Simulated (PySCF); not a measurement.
# Correlation energy of Ni⁺ (nickel, charge +1)

[Ar] 3d8 4p1, one real determinant (an excited configuration). Computed with PySCF 2.14 in aug-cc-pVDZ-DK, with scalar relativity by spin-free X2C-1e. Frozen: [Ar]; 9 electrons correlated.

```csv
level,correlation energy (mhartree)
CCSD,-222.41
(T),-5.13
CCSD(T),-227.54
```

Diagnostics: T1 = 0.014, D1 = 0.0397, largest double amplitude 0.028.

The real determinant used has ⟨L²⟩ near 14 against 20 for a pure G term, so it mixes terms.

Cost of the coupled-cluster step: roughly 9 core-seconds, for 9 correlated electrons.

The reference is one real determinant that mixes LS terms of this configuration.
